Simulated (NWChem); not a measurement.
CH$_{3}$O$_{3}$Re; SMILES [CH3][Re](=[O])(=[O])=[O]

Program: NWChem. Medium grid unless said otherwise, to which SCAN and Minnesota functionals are sensitive. Geometry: optimised at PBE-D3(BJ)/def2-SVP. No frequency run checked for a minimum. def2 effective core potentials on Re; no spin-orbit coupling. Total energies of different functionals are on different scales.

```csv
level,energy (Ha),highest occupied level (eV),orbital gap (eV),dipole (D)
B3LYP/def2-SVP,-343.7941,-9.33,6.04,3.32
PBE/def2-SVP,-343.5738,-7.95,4.17,3.14
B3PW91/def2-SVP,-343.7307,-9.39,6.06,3.36
OLYP/def2-SVP,-343.8278,-7.83,4.17,3.10
MPW1K/def2-SVP,-343.6093,-10.96,8.29,3.57
revPBE/def2-SVP,-343.8089,-7.89,4.18,3.11
PW91/def2-SVP,-343.8149,-8.02,4.17,3.16
r2SCAN/def2-SVP,-343.6985,-8.41,4.55,3.31
Hartree-Fock/def2-SVP,-341.4740,-13.30,13.55,4.04
```
